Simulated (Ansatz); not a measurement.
Isolated molecules relaxed with PBE0-D4/def2-TZVP in Ansatz; ΔE leaves out vibrations. CBS: MP2 limit from def2 TZ/QZ plus the TZ coupled-cluster correction, frozen cores. This one scheme is used for every species. Functionals use def2-TZVPP. Each species was taken in one conformer, which may not be the lowest.

`COBC=O` → `BC=O` + `C=O`  (β-hydride elimination)

```
             level  ΔE (kcal/mol)
         r2SCAN-D4           62.1
RPA@PBE/def2-TZVPP           58.4
```

What does CCSD(T)/CBS give? (An estimate is asked.)

Ansatz gave: +62.8 kcal/mol. The listed levels differ from it by -0.7, -4.4 kcal/mol.

Largest T1 diagnostic among the species: 0.021, so the coupled-cluster value is less sure than usual.

From r2SCAN to r2SCAN0 (25 % exact exchange), in def2-TZVPP and without D4, ΔE moves by +3.5 kcal/mol. Leaving LDA and LC-ωPBE aside and taking each functional with its dispersion term where it has one, the values, not all of them listed here, spread over 8.9 kcal/mol, from BLYP-D4 to r2SCAN0-D4. LDA lies +12.1 kcal/mol from PBE without D4.
